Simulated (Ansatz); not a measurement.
CH$_{7}$AlBFOSi, relaxed with RKS PBE-D4/def2-SVP in Ansatz 0.2.0 from a rough embedded geometry. The force threshold is 0.03 eV/Å; the program also tests the step.

Total charge 0; spin multiplicity 1. The bonds changed during the relaxation, so this is another structure than the one it started from.

Start:

```xyz
13

O     1.856    0.519    0.277
C     0.968   -0.523    0.144
Si    0.496   -0.616   -1.630
Al   -0.727   -0.334    1.196
B    -1.868    1.377    0.962
F    -1.517    2.380   -0.035
H     2.243    0.423    1.192
H     1.435   -1.504    0.417
H    -0.195    0.637   -2.106
H    -0.424   -1.758   -1.882
H     1.702   -0.809   -2.484
H    -1.107   -1.368    2.308
H    -2.861    1.576    1.640
```

| step | energy (eV) | largest force (eV/Å) | largest move (Å) |
| --- | --- | --- | --- |
| 1 | -21039.9218 | 3.461 | 0.000 |
| 2 | -21040.3504 | 2.017 | 0.161 |
| 3 | -21040.3884 | 1.103 | 0.196 |
| 4 | -21040.4623 | 0.340 | 0.096 |
| 5 | -21040.4810 | 0.258 | 0.086 |
| 6 | -21040.4973 | 0.632 | 0.134 |
| 7 | -21040.5246 | 1.112 | 0.153 |
| 8 | -21040.6107 | 1.338 | 0.196 |
| 9 | -21040.7645 | 1.082 | 0.195 |
| 10 | -21040.8431 | 0.996 | 0.195 |
| 11 | -21040.8976 | 0.366 | 0.200 |
| 13 (rejected) | -21040.7995 | 1.722 | 0.179 |
| 15 | -21040.9313 | 0.121 | 0.100 |
| 17 | -21040.9351 | 0.186 | 0.034 |
| 19 | -21040.9361 | 0.069 | 0.013 |
| 21 | -21040.9371 | 0.038 | 0.057 |
| 23 | -21040.9376 | 0.051 | 0.046 |
| 25 (rejected) | -21040.9376 | 0.106 | 0.054 |
| 27 | -21040.9387 | 0.046 | 0.037 |
| 29 | -21040.9388 | 0.065 | 0.008 |
| 31 (rejected) | -21040.9387 | 0.055 | 0.039 |
| 32 | -21040.9390 | 0.017 | 0.019 |

End:

```xyz
13

O     1.375    0.322    0.711
C     0.696   -0.880    0.041
Si    0.504   -0.593   -1.807
Al   -0.462   -0.069    1.447
B    -1.905    1.423    0.869
F    -1.526    2.447    0.091
H     2.161    0.024    1.209
H     1.223   -1.813    0.323
H    -0.238    0.694   -2.041
H    -0.302   -1.742   -2.351
H     1.814   -0.524   -2.555
H    -0.236   -0.706    2.905
H    -3.103    1.417    1.157
```

Hardware: 2 threads of an AMD EPYC 7R13 on a shared host. Wall time 82 s, peak host memory 0.23 GiB.
